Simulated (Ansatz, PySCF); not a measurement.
Molecule: CH₂Br (charge 0, doublet). It need not be the lowest isomer of its formula. 
Coordinates optimised at B3LYP-D3(BJ)/def2-TZVP (Ansatz, an electronic-structure program):
SMILES: Br[CH2]
```xyz
4

C     -1.4125    -0.4603     0.0643
Br     0.3501     0.1141    -0.0159
H     -1.8885    -0.4830     1.0293
H     -1.8881    -0.7477    -0.8575
```
Charge 0, spin multiplicity 2.

Total electronic energies in hartree. Cores are frozen in the correlated levels unless marked. UHF or UKS for open shells. No spin-orbit coupling. The frozen core is the preceding noble-gas configuration, with the filled d and f shells of earlier blocks. No relativistic terms. CBS(X,Y): correlation extrapolated as X^-3; Hartree-Fock from the larger set.

| level | program | energy (Eh) |
|---|---|---|
| HF-D4/def2-TZVPD | PySCF + dftd4 | -2611.41922 |
| PBE-D4/def2-TZVPD | Ansatz + dftd4 | -2612.97204 |
| TPSS-D3(BJ)/def2-TZVPD | PySCF + dftd3 | -2613.33398 |
| M06-L-D4/def2-TZVPD | PySCF + dftd4 | -2613.31222 |
| B97M-V/def2-TZVPD | Ansatz | -2612.94781 |
| BHLYP-D4/def2-TZVPD | Ansatz + dftd4 | -2613.38157 |
| TPSSh-D4/def2-TZVPD | PySCF + dftd4 | -2613.33590 |
| r2SCANh-D4/def2-TZVPD | Ansatz + dftd4 | -2613.37318 |
| PW6B95/def2-TZVPD | PySCF | -2614.59176 |
| CAM-B3LYP-D4/def2-TZVPD | Ansatz + dftd4 | -2613.51532 |
| LC-wPBE-D3(BJ)/def2-TZVPD | Ansatz + dftd3 | -2613.03394 |
| LC-wPBE/def2-TZVPD | Ansatz | -2613.03214 |
| B2GP-PLYP/def2-TZVPD | Ansatz | -2612.79844 |
| RPA@PBE/cc-pVTZ | Ansatz | -2611.97259 |
| RPA@PBE/cc-pVQZ | Ansatz | -2612.03229 |
| RI-MP2/def2-TZVPP | Ansatz | -2611.72133 |
| SCS-MP2/STO-3G | Ansatz | -2583.22530 |
| SCS-MP2/6-31G* | Ansatz | -2611.30257 |
| SCS-MP2/def2-QZVPP | Ansatz | -2611.80222 |
| CCSD(T)/cc-pVTZ | Ansatz | -2611.80970 |
| CCSD(T)/def2-TZVPP | Ansatz | -2611.76488 |
| CCSDT/cc-pVDZ | Ansatz | -2611.63715 |
| CCSD(T)/CBS(cc-pVTZ,cc-pVQZ) | Ansatz | -2611.8622 |

Totals of different functionals don't rank their quality; only differences between species are comparable.
